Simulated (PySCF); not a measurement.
**In¹⁶⁺: ionisation energy**

In¹⁶⁺ [Ar] 3d10 4s2 4p3 [4p1/2^2 4p3/2^1, M_J = 3/2] → In¹⁷⁺ [Ar] 3d10 4s2 4p2 [4p1/2^2, M_J = 0], as a difference of total energies. Calculation: PySCF 2.14, in an uncontracted even-tempered set (18 s from 0.84 bohr⁻², ratio 2.8; 14 p from 1.1 bohr⁻², ratio 2.8; 9 d from 1.9 bohr⁻², ratio 2.8; 4 f from 6.5 bohr⁻², ratio 3); the two-component X2C-1e Hamiltonian. Correlated levels: [Ne] frozen; the 82 highest virtual spinors dropped. "Screened" scales the spin-orbit matrix elements by Boettger's factors to mimic the two-electron term; Breit and QED terms are absent.

| method | ionisation energy (eV) |
| --- | --- |
| GHF (screened spin-orbit) | 424.90 |
| GMP2 (screened spin-orbit) | 425.43 |

Task: How much does correlation contribute at GMP2 (screened spin-orbit)?

Result: 425.43 − (424.90) = 0.53 eV, measured against GHF (screened spin-orbit).

Breit and QED terms and the two-electron picture change are absent.

The labels give the starting determinants; with spin-orbit coupling the two ends relaxed to ⟨J²⟩ = 3.77, ⟨L²⟩ = 1.05, ⟨S²⟩ = 2.58 and ⟨J²⟩ = 0.00, ⟨L²⟩ = 1.34, ⟨S²⟩ = 1.34.

For comparison: 425 ± 3 eV (theoretical estimate listed by NIST; NIST Atomic Spectra Database, ionization energies).
